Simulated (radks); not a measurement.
Task: Species: Sm III. Configuration: [Xe] 4f5 6s1 (not the ground configuration). All-electron calculation, Dirac Kohn-Sham, BLYP, spin-unpolarised, spherical densities, point nucleus; open shells fill j = l - 1/2 first. Program: a radial shooting solver on a logarithmic mesh with Libxc functionals.

Spin-orbit splittings of the eigenvalues, e(l+1/2) - e(l-1/2), with zeta = 2 splitting/(2l+1) and mean radii in bohr:

| shell | occ. | splitting (eV) | zeta (eV) | <r> j=l-1/2 | <r> j=l+1/2 |
|---|---|---|---|---|---|
| 2p | 6 | 603.1 | 402.0 | 0.08072 | 0.08735 |
| 3p | 6 | 122.1 | 81.38 | 0.2442 | 0.2570 |
| 3d | 10 | 26.51 | 10.60 | 0.2286 | 0.2326 |
| 4p | 6 | 26.94 | 17.96 | 0.5923 | 0.6210 |
| 4d | 10 | ? | ? | 0.6621 | 0.6723 |
| 4f | 5 | 0.5970 | 0.1706 | 0.9089 | 0.9199 |
| 5p | 6 | 3.882 | 2.588 | 1.540 | 1.625 |

Estimate the 4d splitting.

Result: 4.832 eV (zeta = 1.933 eV).
